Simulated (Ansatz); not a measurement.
Ansatz (a quantum-chemistry and plane-wave program) input (PBE0/def2-TZVPD):

Ansatz 0.2 input:
```yaml
crystal:
  periodic: [false, false, false]
  atoms:
    - {symbol: Si, position_ang: [0.81172158, -0.57889441, 0.10772182]}
    - {symbol: F, position_ang: [2.35180447, -0.27453806, -0.37219608]}
    - {symbol: N, position_ang: [-0.24647524, 0.62305425, -0.39850186]}
    - {symbol: Si, position_ang: [-2.01867867, 0.56599927, 0.19146885]}
    - {symbol: H, position_ang: [0.86231024, -0.66367643, 1.58527770]}
    - {symbol: H, position_ang: [0.59695180, -1.95278689, -0.43730483]}
    - {symbol: H, position_ang: [-0.15886201, 0.97211634, -1.33979024]}
    - {symbol: H, position_ang: [-1.74615035, 0.89168908, 1.67131199]}
    - {symbol: H, position_ang: [-2.09776395, -0.95734757, 0.47111383]}
basis:
  gaussian:
    orbitals: def2-TZVPD
hamiltonian:
  xc: {name: PBE0}
total_charge: -1
output: {forces: true}
```

Output:

```
Functional definition: PBE0
integrals: 0.14 GiB planned
1223 factors; their error is unknown
mean field: 1.24 GiB planned
mean field evaluation 1: about -20034.7038 eV, gradient 4.0e1 eV
mean field evaluation 2: about -20029.8938 eV, gradient 6.1e1 eV
mean field evaluation 4: about -20037.9588 eV, gradient 1.7e0 eV
mean field evaluation 8: about -20037.9714 eV, gradient 4.8e-2 eV
mean field evaluation 16: about -20037.9914 eV, gradient 1.5e-5 eV
mean field -20037.99141365 eV, -736.3826022133 hartree, gradient 1.5e-5 eV, S^2 0.000000; 0 other end points of the search recorded, 0 dependent functions left out
the calculation of the forces begins
reference -20037.99145874 eV, -736.3826038704 hartree; 25, 25 occupied and 183, 183 virtual orbitals, 1223 factors
Total energy: -20037.99145874 eV, -736.3826038704 hartree
Atom 0 at     0.811722    -0.578894     0.107722 Å, force     0.072065     0.097919    -0.092579 eV/Å
Atom 1 at     2.351804    -0.274538    -0.372196 Å, force    -0.173827    -0.016576     0.047511 eV/Å
Atom 2 at    -0.246475     0.623054    -0.398502 Å, force    -0.102604     0.018329     0.011505 eV/Å
Atom 3 at    -2.018679     0.565999     0.191469 Å, force     0.229623    -0.032919    -0.047485 eV/Å
Atom 4 at     0.862310    -0.663676     1.585278 Å, force     0.001890     0.006673     0.096505 eV/Å
Atom 5 at     0.596952    -1.952787    -0.437305 Å, force    -0.016969    -0.066168    -0.037043 eV/Å
Atom 6 at    -0.158862     0.972116    -1.339790 Å, force    -0.007857     0.001369     0.011839 eV/Å
Atom 7 at    -1.746150     0.891689     1.671312 Å, force    -0.003994     0.012955     0.011340 eV/Å
Atom 8 at    -2.097764    -0.957348     0.471114 Å, force     0.001673    -0.021581    -0.001592 eV/Å
Dipole moment:     1.101265    -0.276829    -0.256359 e Å
```

It need not be the lowest isomer of its formula. Whether it binds its extra electron was not tested at this geometry.
